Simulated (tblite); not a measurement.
C6H10NO (doublet state).
Structure used (GFN2-xTB), in Å, numbered top down from 1:
```
atom  x, y, z in Å
N1     2.4570    1.6020    0.7471
C2     1.8767    0.9312   -0.0850
C3     1.6868   -0.4661   -0.5142
C4     0.3422   -0.6952   -1.2111
C5    -0.8225   -0.4867   -0.2557
C6    -1.1410    0.9652    0.1267
O7    -2.4315    0.8827   -0.4843
C8    -2.2214   -0.4705   -0.8870
H9     3.0634    1.2885    1.5109
H10    1.7795   -1.1467    0.3446
H11    2.4982   -0.6852   -1.2148
H12    0.3042   -1.7163   -1.5996
H13    0.2500   -0.0062   -2.0527
H14   -0.7354   -1.1577    0.6008
H15   -0.5054    1.7181   -0.3489
H16   -1.2112    1.1739    1.1973
H17   -2.9557   -1.1464   -0.4395
H18   -2.2427   -0.5783   -1.9758
```

All values are computed: GFN2-xTB (tblite) harmonic vibrations without scaling, gas phase. This tight-binding method is rough: wavenumbers can miss measured ones by several per cent, in bad cases by 10 to 20. One conformer, not necessarily the lowest. Open shells enter through the occupations alone, without spin polarisation, and single modes of such species can be off by tens of per cent.

Harmonic wavenumbers (cm⁻¹): 47.2, 58.8, 85.0, 128.6, 229.2, 245.2, 352.0, 393.2, 505.7, 591.1, 744.2, 843.6, 856.9, 896.5, 919.3, 921.7, 958.5, 1025.2, 1051.5, 1064.0, 1082.2, 1092.3, 1102.2, 1118.8, 1134.4, 1176.7, 1209.0, 1226.5, 1250.7, 1261.4, 1290.7, 1310.6, 1357.6, 1414.9, 1468.9, 1480.2, 1485.1, 1934.8, 2853.3, 2917.2, 2924.2, 2943.1, 2949.7, 2950.5, 2964.7, 2970.6, 2991.6, 3076.3.

A = 4161, B = 1243, C = 1019 MHz; mass 112.076 u (most abundant isotopes); point group C1, symmetry number 1; spin multiplicity 2.

Task: Zero-point energy?

Result: Half the sum of the wavenumbers: 32428 cm⁻¹ = 92.72 kcal/mol.

Task: Entropy at 350 K, 1 bar (ideal gas, RRHO, classical rotation)?

Result: Translation 40.88, rotation 28.98, vibration 29.38, spin (R ln 2) 1.38: S = 100.6 cal/(mol K).

Task: And Cp and H(350 K) − H(0)?

Result: Cp = 37.61 cal/(mol K), of which vibrations give 29.66 (their classical limit is 48 R = 95.4); H(350 K) − H(0) = 7.92 kcal/mol without the zero-point energy, 5.14 from vibrations.

Task: Blend soft modes into free rotors: weight 1/[1 + (100 cm⁻¹/ν̃)⁴] for the oscillator and the rest for a rotor with moment μB/(μ + B), μ = h/(8π²ν), B = 10⁻⁴⁴ kg m². What vibrational entropy results?

Result: 26.10 cal/(mol K) in place of 29.38, which changes −T·S at 350 K by +1.15 kcal/mol.

Task: What must be added to the electronic energy to get the Gibbs energy at 350 K and 1 bar?

Result: ZPE + [H(350 K) − H(0)] − T·S = 92.72 + 7.92 − 35.22 = 65.42 kcal/mol.

Task: How do the functions run with temperature in this model?

Result: 
```json
{"T (K)": "50", "S (cal/(mol K))": "59.4", "Cp (cal/(mol K))": "13.4", "H − H(0) (kcal/mol)": "0.52", "G − H(0) (kcal/mol)": "-2.45", "ln q(vib)": "0.62"}
{"T (K)": "100", "S (cal/(mol K))": "69.9", "Cp (cal/(mol K))": "17.3", "H − H(0) (kcal/mol)": "1.29", "G − H(0) (kcal/mol)": "-5.70", "ln q(vib)": "1.87"}
{"T (K)": "298.15", "S (cal/(mol K))": "95.0", "Cp (cal/(mol K))": "32.6", "H − H(0) (kcal/mol)": "6.10", "G − H(0) (kcal/mol)": "-22.23", "ln q(vib)": "6.31"}
{"T (K)": "373.15", "S (cal/(mol K))": "103.1", "Cp (cal/(mol K))": "39.8", "H − H(0) (kcal/mol)": "8.81", "G − H(0) (kcal/mol)": "-29.66", "ln q(vib)": "7.89"}
{"T (K)": "500", "S (cal/(mol K))": "116.4", "Cp (cal/(mol K))": "51.0", "H − H(0) (kcal/mol)": "14.60", "G − H(0) (kcal/mol)": "-43.58", "ln q(vib)": "10.59"}
{"T (K)": "750", "S (cal/(mol K))": "140.2", "Cp (cal/(mol K))": "66.7", "H − H(0) (kcal/mol)": "29.46", "G − H(0) (kcal/mol)": "-75.73", "ln q(vib)": "15.91"}
{"T (K)": "1000", "S (cal/(mol K))": "160.9", "Cp (cal/(mol K))": "76.8", "H − H(0) (kcal/mol)": "47.48", "G − H(0) (kcal/mol)": "-113.43", "ln q(vib)": "21.04"}
```

q(vib) and H(0) count from the zero-point level.

Hindered rotation and anharmonicity are outside this model. Other conformers, if any are populated, would add a mixing term that is left out. The structure is chiral; the term R ln 2 for an equal mix with its mirror image is left out.
